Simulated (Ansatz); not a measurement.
Harmonic frequencies (cm⁻¹) at PBE0-D4/def2-TZVP from Ansatz: 191, 214, 304, 338, 392, 503, 539, 562, 639, 802, 935, 1041, 2243, 2264, 3845.

Each molecule was computed in one conformer, which needn't be the lowest.

Q: Which molecule is it?
A. `N=C(F)Cl`
B. `OP1[SiH2][Se]1`
C. `ClC1O[SiH2]1`
D. `NB1N=CS1`

A: B.
